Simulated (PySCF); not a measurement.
Species: (Cl)2Al-O-SiH3.
Bonds: Al1–Cl2, Al1–Cl3, Al1–O4, O4–Si5. Hydrogens: H6, H7, H8 on Si5.

Computed by this run: PySCF 2.14.0, PBE0-D3(BJ)/def2-SVP geometry optimisation, gas phase; density fitting, grid level 1; the optimiser is geomeTRIC in internal coordinates, started from a GFN2-xTB structure with every atom displaced at random (about 0.03 Å).

The end geometry, which sets the zero of energy:
```
atom  x, y, z in Å
Al1     0.2691   -0.6075   -1.6890
Cl2     0.8873    0.6982   -3.1848
Cl3    -0.1030   -2.6016   -2.1506
O4      0.0702   -0.0503   -0.1235
Si5    -0.1877    0.4938    1.4150
H6     -1.1308    1.6507    1.3864
H7     -0.7755   -0.5962    2.2481
H8      1.1086    0.9271    2.0147
```

Problem. These geometries come from the run, each turned onto the end geometry. Order them by energy, lowest first.
A.
```
atom  x, y, z in Å
Al1     0.3178   -0.6579   -1.6570
Cl2     0.8564    0.7547   -3.0477
Cl3    -0.1559   -2.5510   -2.0470
O4      0.1147   -0.0221   -0.1152
Si5    -0.2260    0.4777    1.3911
H6     -1.1546    1.6409    1.3171
H7     -0.7601   -0.6329    2.1671
H8      1.1459    0.9050    1.9079
```
B.
```
atom  x, y, z in Å
Al1     0.2681   -0.6285   -1.6867
Cl2     0.8856    0.6677   -3.1845
Cl3    -0.1324   -2.5809   -2.1550
O4      0.1146   -0.0090   -0.1321
Si5    -0.1837    0.4952    1.4097
H6     -1.1439    1.6384    1.3927
H7     -0.7586   -0.6190    2.2240
H8      1.0886    0.9505    2.0482
```
C.
```
atom  x, y, z in Å
Al1     0.2667   -0.6139   -1.6886
Cl2     0.8917    0.6748   -3.2000
Cl3    -0.1353   -2.5943   -2.1383
O4      0.1131   -0.0064   -0.1341
Si5    -0.1804    0.4961    1.4122
H6     -1.1467    1.6345    1.3961
H7     -0.7605   -0.6215    2.2178
H8      1.0896    0.9450    2.0513
```

Solution. C (0.005 eV), B (0.018 eV), A (0.232 eV).

In the order of the answer:

```
step  E above end (eV)  largest force (eV/Å)  rms force component (eV/Å)  rms distance from end (Å)  rms bond change (Å)  bond most changed (Å)
   2             0.005                  0.31                       0.079                      0.036                0.004         Al1–Cl3 -0.010
   1             0.018                  0.79                       0.220                      0.036                0.013         Al1–Cl3 -0.033
   0             0.232                  2.11                       0.757                      0.098                0.042         Al1–Cl3 -0.090
```

What follows is the cost of the whole optimisation. On Intel Xeon at 2.50 GHz, one thread, no GPU, shared host with 64 logical CPUs at a one-minute load of 64, this took 89 s and 0.42 GiB of memory at its peak.
